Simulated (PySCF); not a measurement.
F3OSi, SMILES F[Si]([O])(F)F, multiplicity 2. Atoms are numbered in the order given.

```xyz
5

O     -1.0617     1.3186     0.0000
Si    -0.0060     0.0248     0.0000
F     -0.9249    -1.2777     0.0000
F      0.9390     0.0335    -1.2839
F      0.9390     0.0335     1.2839
```
Charge 0, spin multiplicity 2.

The structure is a stationary point at B3LYP-D3(BJ)/def2-SVP. The isomer is the one that the SMILES or the coordinates give; other isomers of the formula were not compared.

Calculation: PBE0/pcH-1 in PySCF.

Unrestricted Kohn–Sham, ⟨S²⟩ = 0.752. Hyperfine tensors hold the contact and dipolar terms, without spin-orbit corrections.

Computed hyperfine couplings:
```json
[
 {"nucleus": "17O no. 1", "A(iso) (MHz)": "-32.2", "A(iso) (G)": "-11.5", "dipolar principal values (MHz)": "-275.1, 137.1, 138.0"},
 {"nucleus": "29Si no. 2", "A(iso) (MHz)": "47.5", "A(iso) (G)": "16.9", "dipolar principal values (MHz)": "-1.4, -0.9, 2.3"},
 {"nucleus": "19F no. 3", "A(iso) (MHz)": "21.8", "A(iso) (G)": "7.8", "dipolar principal values (MHz)": "-51.4, -51.2, 102.6"},
 {"nucleus": "19F no. 4", "A(iso) (MHz)": "-5.3", "A(iso) (G)": "-1.9", "dipolar principal values (MHz)": "-15.0, -12.8, 27.8"},
 {"nucleus": "19F no. 5", "A(iso) (MHz)": "-5.3", "A(iso) (G)": "-1.9", "dipolar principal values (MHz)": "-15.0, -12.8, 27.8"}
]
```

Task: And the g tensor (effective nuclear charges for spin-orbit coupling, GIAO)? (Estimate from the structure and the level; the computed values follow.)

Result: principal values 2.0025, 2.0110, 2.0564; isotropic 2.0233.
